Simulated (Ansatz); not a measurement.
Start from `CC(O)S` and change one atom or group to get `OC(S)S[SiH3]`.

Ansatz, PBE0-D4/def2-TZVP geometries, multiplicity 1. Each molecule was computed in one conformer, which needn't be the lowest.

```tsv
property	`CC(O)S`
HOMO energy (B3LYP/def2-TZVPP) / eV	-6.75
size of the dipole moment (ωB97M-V/def2-TZVPP) / D	2.61
LUMO energy (ωB97M-V/def2-TZVPP) / eV	2.20
HOMO–LUMO gap (B3LYP/def2-TZVPP) / eV	7.03
HOMO energy (PBE/def2-TZVPP) / eV	-5.74
LUMO energy (PBE0/def2-TZVPP) / eV	0.58
```

Give the same properties after the change, and the shifts. (Best estimate.)

The calculation gave: 
```tsv
property	`OC(S)S[SiH3]`	shift
HOMO energy (B3LYP/def2-TZVPP) / eV	-7.07	-0.32
size of the dipole moment (ωB97M-V/def2-TZVPP) / D	0.82	-1.79
LUMO energy (ωB97M-V/def2-TZVPP) / eV	1.37	-0.83
HOMO–LUMO gap (B3LYP/def2-TZVPP) / eV	6.27	-0.76
HOMO energy (PBE/def2-TZVPP) / eV	-6.07	-0.33
LUMO energy (PBE0/def2-TZVPP) / eV	-0.58	-1.16
```

With PBE0 the HOMO falls by 0.31 eV and the LUMO falls by 1.16 eV, so the gap narrows by about 0.85 eV. PBE moves the HOMO by -0.33 eV and ωB97M-V by -0.27 eV. Dipoles are sizes alone; their direction can turn.

B3LYP here is the variant with VWN-RPA as its local correlation; programs differ in this.
